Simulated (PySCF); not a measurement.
Isomers of C7H13N, mass 111.105 u with the commonest isotopes. Theory: PBE0/pcSseg-1 in PySCF (dipole) on a GFN2-xTB geometry, gas phase. One conformer each, none proved a minimum here; rigid rotors.

Task: Order these by rotational constant A, largest first.
A. `[CH3:1][CH2:2][CH2:3][C@@H:4]1[CH:5]=[CH:6][CH2:7][NH:8]1` with C1–C2–C3–C4 -178°, C2–C3–C4–C5 -175°, C3–C4–C5–C6 -133°, C5–C6–C7–N8 10°, C6–C7–N8–C4 -16°, C3–C4–N8–C7 139°
B. `[CH2:1]1[CH2:2][CH2:3][N:4]([CH:5]2[CH2:6][CH2:7]2)[CH2:8]1` with C3–N4–C5–C6 86°, C8–C1–C2–C3 -2°, C1–C2–C3–N4 24°, C2–C3–N4–C5 85°, N4–C5–C6–C7 107°
C. `[CH3:1][CH2:2][C:3]([CH3:4])([CH3:5])[C:6]1=[N:7][CH2:8]1` with C1–C2–C3–C4 -59°, C2–C3–C6–N7 -126°
D. `[CH3:1]/[N:2]=[CH:3]\[CH2:4][CH:5]=[C:6]([CH3:7])[CH3:8]` with N2–C3–C4–C5 114°, C3–C4–C5–C6 88°

Result: A (5609 MHz), D (4806 MHz), B (4327 MHz), C (2403 MHz).

Task: Order these by radius of gyration √(Σ m r²/M), largest first.
A. `[CH3:1][CH2:2][C:3]([CH3:4])([CH3:5])[C:6]1=[N:7][CH2:8]1` with C1–C2–C3–C4 -59°, C2–C3–C6–N7 -126°
B. `[CH3:1][CH2:2][CH2:3][C@@H:4]1[CH:5]=[CH:6][CH2:7][NH:8]1` with C1–C2–C3–C4 -178°, C2–C3–C4–C5 -175°, C3–C4–C5–C6 -133°, C5–C6–C7–N8 10°, C6–C7–N8–C4 -16°, C3–C4–N8–C7 139°
C. `[CH3:1]/[N:2]=[CH:3]\[CH2:4][CH:5]=[C:6]([CH3:7])[CH3:8]` with N2–C3–C4–C5 114°, C3–C4–C5–C6 88°

Result: C (2.423 Å), B (2.243 Å), A (1.935 Å).

Task: Order these by rotational constant B, smallest first.
A. `[CH2:1]1[CH2:2][CH2:3][N:4]([CH:5]2[CH2:6][CH2:7]2)[CH2:8]1` with C3–N4–C5–C6 86°, C8–C1–C2–C3 -2°, C1–C2–C3–N4 24°, C2–C3–N4–C5 85°, N4–C5–C6–C7 107°
B. `[CH3:1][CH2:2][C:3]([CH3:4])([CH3:5])[C:6]1=[N:7][CH2:8]1` with C1–C2–C3–C4 -59°, C2–C3–C6–N7 -126°
C. `[CH3:1][CH2:2][CH2:3][C@@H:4]1[CH:5]=[CH:6][CH2:7][NH:8]1` with C1–C2–C3–C4 -178°, C2–C3–C4–C5 -175°, C3–C4–C5–C6 -133°, C5–C6–C7–N8 10°, C6–C7–N8–C4 -16°, C3–C4–N8–C7 139°
D. `[CH3:1]/[N:2]=[CH:3]\[CH2:4][CH:5]=[C:6]([CH3:7])[CH3:8]` with N2–C3–C4–C5 114°, C3–C4–C5–C6 88°

Result: D (871.8 MHz), C (1038 MHz), A (1482 MHz), B (1803 MHz).

| SMILES | point group | Ia (u·Å²) | Ib (u·Å²) | Ic (u·Å²) | κ | μa (D) | μb (D) | μc (D) |
| --- | --- | --- | --- | --- | --- | --- | --- | --- |
| CCC(C)(C)C1=NC1 | C1 | 210.32 | 280.31 | 341.68 | -0.30 | 2.31 | 0.57 | 1.72 |
| C1CCN(C2CC2)C1 | near Cs | 116.79 | 341.09 | 389.72 | -0.88 | 0.54 | 0.01 | 0.73 |
| CCC[C@@H]1C=CCN1 | C1 | 90.10 | 486.89 | 541.18 | -0.96 | 0.06 | 0.69 | 0.88 |
| C/N=C\CC=C(C)C | C1 | 105.15 | 579.68 | 619.63 | -0.97 | 1.29 | 0.33 | 1.29 |
